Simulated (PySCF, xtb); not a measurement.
C5H5Cl, SMILES C#CC/C=C/Cl.

GFN2-xTB run with xtb at its own geometry gives an orbital gap of 4.65 eV and a dipole moment of 1.81 D.

The structure is a stationary point at B3LYP-D3(BJ)/def2-SVP. The structure was generated by enumeration; whether it is a known compound was not checked. One conformer was computed; it need not be the lowest.

**Question.** What does PBE/def2-TZVP (PySCF) give? (The exact figures need the calculation; the answer reports its results.)

**Answer.** gap 4.89 eV (levels -6.24 and -1.35 eV), dipole 1.32 D.
